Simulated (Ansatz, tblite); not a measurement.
Cost and result up the ladder for the cluster Se₃⁺ (3 atoms). Total charge 1; doublet. Geometry: r2SCAN-D4/def2-TZVP.

Cartesian coordinates in Å:
```
Se 0.360 1.062 0.806
Se 0.942 -0.676 -0.564
Se -1.303 -0.386 -0.242
```

Ansatz on 4 threads of Arm Neoverse V1 on a shared host; xTB runs through tblite on one thread. Times are rough, summed over both states, and most runs start from the orbitals of an earlier one. ωB97M-V/def2-TZVP serves as the yardstick here, not as an exact answer. Differences are given only for rows in sets of like size (and for xTB, whose basis is part of the method), since another set adds its own error. The other state is a quartet at its own geometry, which has other bonds, so the gap mixes isomer and spin.

The xTB rows come from tblite. B3LYP takes the VWN-RPA correlation. Correlated methods freeze 27 core orbitals; core or outer-core shells of Se are correlated, in sets that lack core-valence functions. The rows differ in basis, and correlated rows in double-zeta sets carry the largest basis error. In CCSD on the charge 1 doublet the largest single amplitude is 0.18, so its Hartree–Fock determinant may place the open shell otherwise than the density functionals do. The structure comes from a short search, and lower isomers may exist.

Correlated methods converge slowly with the basis, most of all in double-zeta sets (MP2 moves by 0.34 eV from def2-SVP to def2-TZVP here).

xTB has no spin-polarisation term.

```
                          level  functions  wall time  quartet − doublet (eV)  difference from ωB97M-V/def2-TZVP (eV)
                       GFN1-xTB         27    0.005 s                    2.00                                    1.31
                       GFN2-xTB         27    0.006 s                    1.20                                    0.51
                      HF/STO-3G         54        1 s                   -0.19                                       –
               PBE-D4/def2-TZVP        144      4.6 s                    0.72                                    0.03
              BLYP-D4/def2-TZVP        144      4.8 s                    0.63                                   -0.06
              RPA@PBE/def2-TZVP        144      6.7 s                    0.77                                    0.08
                  MP2/def2-TZVP        144      8.9 s                    0.78                                    0.09
PBE0-D4/def2-TZVP (with forces)        144       10 s                    0.63                                   -0.06
             B3LYP-D4/def2-TZVP        144       10 s                    0.59                                   -0.10
                   HF/def2-TZVP        144       11 s                   -0.13                                   -0.83
            r2SCAN-D4/def2-TZVP        144       13 s                    0.60                                   -0.10
             BHLYP-D4/def2-TZVP        144       14 s                    0.46                                   -0.23
               CCSD(T)/def2-SVP         96       17 s                    0.40                                       –
              ωB97M-V/def2-TZVP        144       36 s                    0.69                                    0.00
```
